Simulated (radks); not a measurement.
All-electron atom: Ge III in [Ar] 3d10 4s2 (the NIST ground configuration). Calculated with a radial shooting solver on a logarithmic mesh with Libxc functionals: scalar-relativistic Kohn-Sham, BLYP, spin-polarised, spherical densities, finite nucleus; Fermi nuclear charge, rms radius 4.0742 fm.

Normalised radial functions P(r) = r R(r), r in bohr:

r	3p	4s
0.003451	0.0048	0.0454
0.005108	0.0099	0.0628
0.00762	0.0206	0.0849
0.01128	0.0416	0.1092
0.01682	0.0832	0.1308
0.0249	0.1578	0.1371
0.03714	0.2850	0.1091
0.05497	0.4630	0.0283
0.082	0.6525	-0.1050
0.1214	0.7061	-0.2215
0.181	0.4056	-0.1919
0.2679	-0.3129	0.0585
0.3997	-1.1072	0.3497
0.5915	-1.3252	0.2894
0.8825	-0.8777	-0.2065
1.306	-0.3303	-0.7035
1.948	-0.0591	-0.7676
2.883	-0.0041	-0.4280
4.302	-0.0001	-0.1078
6.366	0.0000	-0.0096

3p: eigenvalue -135.36 eV, 1 radial node at r = 0.231 bohr, <r> = 0.647 bohr, 90 % of the charge inside 0.995 bohr. 4s: eigenvalue -29.328 eV, 3 radial nodes at r = 0.0605, 0.249, 0.766 bohr, <r> = 1.94 bohr, 90 % of the charge inside 2.88 bohr.
